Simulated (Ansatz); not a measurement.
Mg₄Te₄ was relaxed with PBE-D4 (def2-SVP) in Ansatz in these states: neutral quintet, neutral singlet, neutral triplet. The geometries follow in no particular order.

In the def2 sets Te takes a core potential; there is no spin–orbit coupling.

A:

```xyz
8

Mg   -0.7311    1.4410    1.4842
Mg    0.4415   -2.1441    0.1535
Mg    2.0296    0.7763   -0.3032
Mg   -1.7401   -0.0737   -1.3348
Te   -1.9620   -1.1325    1.3223
Te    0.8264   -0.8066   -2.3552
Te    1.3349   -0.3889    2.2243
Te   -0.1991    2.3286   -1.1911
```

B:

Cartesian coordinates in Å:
```
Mg 0.8346 1.6431 0.5934
Mg 1.3554 -1.2058 -0.6760
Mg -1.2724 0.3947 -1.4053
Mg -0.9177 -0.8322 1.4877
Te 1.8192 -0.5618 2.0086
Te -1.1942 -2.3473 -0.8495
Te 1.3134 1.1878 -2.1263
Te -1.9383 1.7215 0.9674
```

C:

```xyz
8

Mg    0.0972    0.3647   -2.3073
Mg   -0.1131   -1.8293    0.1741
Mg   -1.5746    0.7963    0.5248
Mg    1.5526    0.6453    1.6226
Te    2.3061   -0.7105   -0.8014
Te   -0.6335   -0.7089    2.6717
Te   -2.1782   -1.0126   -1.5067
Te    0.5435    2.4550   -0.3778
```

Q: Judge from the bond lengths which geometry belongs to which state (an estimate).

A: A is the neutral quintet (Mg1–Mg4 3.355 Å, Mg1–Mg2 4.000 Å, Mg3–Mg4 4.000 Å); B is the neutral singlet (Mg1–Mg4 3.162 Å, Mg1–Mg2 3.162 Å, Mg3–Mg4 3.162 Å); C is the neutral triplet (Mg1–Mg4 4.200 Å, Mg1–Mg2 3.319 Å, Mg3–Mg4 3.318 Å).

At PBE0-D4/def2-TZVP a singlet lies 4.44 eV below the neutral quintet. At PBE0-D4/def2-TZVP a singlet lies 2.21 eV below the neutral triplet. These are the stationary points nearest to one start from a short search; other shapes may lie lower in each state.
